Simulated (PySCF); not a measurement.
## Relaxation of quartet CoFCl

Computed with UPBE0/[Co def2-TZVP, F def2-TZVP, Cl def2-TZVP], no relativity, density fitting, PySCF. A (50,194) grid was used.

A hand-made bent start, of Cs symmetry, held to at least that symmetry:

```xyz
3
charge 0 multiplicity 4, angstrom
Co   -0.2916    0.0000   -0.5420
F    -1.7251    0.0000    0.4618
Cl    1.4286    0.0000    0.6625
```

**Question.** What forces act on the atoms at the start (eV/Å)?

**Answer.** 
```csv
atom,Fx,Fy,Fz
Co1,-0.07,0.00,0.93
F2,-0.42,0.00,-0.56
Cl3,0.49,0.00,-0.37
```

**Question.** What does it relax to?

**Answer.** It ends at C∞v with Co–Cl 2.112 Å, Co–F 1.742 Å; Cl–Co–F 180.0°. A frequency run shows a minimum.

**Question.** How much energy is released, and in how many steps?

**Answer.** 66.0 kJ/mol in 9 steps.

With open d or f shells other occupations or spin states may lie lower.
